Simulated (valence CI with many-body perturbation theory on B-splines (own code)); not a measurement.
# Tb³⁴⁺: key properties

Computed by relativistic CI+MBPT: three valence electrons over a frozen Dirac-Fock core [Ar] 3d10, radial functions for each j: 11 s, 11 p, 10 d, 8 f, 5 g, 2 h, with the one-electron correlation potential Σ1, the two-electron term Σ2, the three-electron term Σ3, Breit, model QED; selected CI, second order for the rest, scaled by the run's own slope (own B-spline code, finite nucleus).

The last digits are not significant, and no measured levels were compared; by estimate large intervals hold to a few tenths of a per cent, small ones and those within an open d or f shell to about a per cent.

Levels are named by their leading jj configuration (3d3/2^4 stands for four electrons in 3d with j = 3/2), which in mixed levels can hold well under half, so a name can repeat and another be missing.

Rates and lifetimes use the calculated energies. Strong lines usually hold to 10 to 20 %, long lifetimes can be off by a factor of two.

**Question.** What is the ground level?

**Answer.** (4s^2 4p1/2) J=1/2, composition 99 % 4s2.4p 2P°, g = 0.661.

**Question.** Where does the other parity begin?

**Answer.** At (4s 4p1/2^2) J=1/2, 74.57 eV.

**Question.** How well does LS coupling describe the low levels?

**Answer.** Among the lowest 20 levels the leading LS term, summed over configurations, holds 66 % on average. For single configurations the figures are 65 % in LS and 86 % in jj coupling. Terms mix most in the J = 5/2 level at 240.18 eV, where the leading one holds 44 %.

**Question.** Among levels below 572.88 eV, which E1 lines absorb most strongly from the ground level?

**Answer.** to (4s^2 4d3/2) J=3/2 at 7.066 nm, f = 0.700; to (4s 4p1/2 4p3/2) J=1/2 at 9.336 nm, f = 0.384; to (4s 4p1/2 4p3/2) J=3/2 at 9.550 nm, f = 0.363.

**Question.** Name the longest-lived excited levels whose lifetime is computed, and their main decay.

**Answer.** (4s 4p3/2 4d5/2) J=9/2 at 293.54 eV lives 2.24 μs, mostly by M1 to (4s 4p1/2 4d5/2) J=7/2; (4s^2 4p3/2) J=3/2 at 48.81 eV lives 1.79 μs, mostly by M1 to (4s^2 4p1/2) J=1/2.

**Question.** What is the ionisation energy?

**Answer.** 1444.4 eV; NIST lists 1443 ± 5 eV (theoretical).
